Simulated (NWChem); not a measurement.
Molecule: C2H6ClFSi; SMILES C[Si](C)(F)Cl

Results from NWChem. All runs use the structure optimised with B3LYP/6-31G* (spherical d). Level M06-2X/def2-SVP: energy and gradient on several grids; changes count from the extra-fine grid, which is no exact limit either.

| grid | size of the energy change (μHa) | largest change of a gradient component (μHa/bohr) | time, medium = 1 (rough) |
|---|---|---|---|
| xcoarse | 20000 | 3000 | about 1 |
| coarse | 400 | 500 | about 1 |
| medium | 70 | 300 | about 1 |
| fine | < 10 | 30 | about 1 |
| xfine | < 10 | < 30 | 3 |
